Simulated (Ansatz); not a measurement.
Reaction (formal exchange of groups at a B–O bond): `CC1OB1O` + CH₄ → `CB1OC1C` + H₂O

Gas-phase electronic energies from Ansatz, PBE0-D4/def2-TZVP geometries. CCSD(T)/CBS is the MP2 limit (def2-TZVPP, def2-QZVPP) plus CCSD(T) − MP2 in def2-TZVPP, frozen cores. This one scheme is used for every species. DFT in def2-TZVPP. HSE06 is defined as in plane-wave codes. Each species was taken in one conformer, which may not be the lowest.

CCSD(T)/CBS gives +23.8 kcal/mol.

**Question.** Another level gave +24.4 kcal/mol. Which?
A. BLYP/def2-TZVPP
B. HSE06-D4/def2-TZVPP
C. HF/def2-TZVPP
D. r2SCAN0-D4/def2-TZVPP

**Answer.** B. HSE06-D4 24.4, r2SCAN0-D4 25.6, BLYP 26.7, HF/def2-TZVPP 27.8 kcal/mol.

**Question.** What do rigid-rotor, harmonic-oscillator terms from PBE0-D4/def2-TZVP frequencies (298.15 K, 1 bar) make of the CCSD(T)/CBS value? (An estimate is asked.)

**Answer.** Computed: ΔZPE = -1.1 kcal/mol, ΔH = +23.2 kcal/mol, ΔS = 22 J/(mol·K), ΔG = +21.7 kcal/mol.

Largest T1 diagnostic among the species: 0.013.

In def2-TZVPP, CCSD(T) changes the Hartree–Fock value by −2.9 kcal/mol (the triples alone add −0.2 kcal/mol) and MP2 by −3.0 kcal/mol. At CCSD(T), def2-SVP lies +6.3 kcal/mol from the extrapolated value and def2-TZVPP +1.0 kcal/mol. Leaving LDA and LC-ωPBE aside and taking each functional with its dispersion term where it has one, the values, not all of them listed here, spread over 2.4 kcal/mol, from revPBE-D4 to BHLYP-D4.
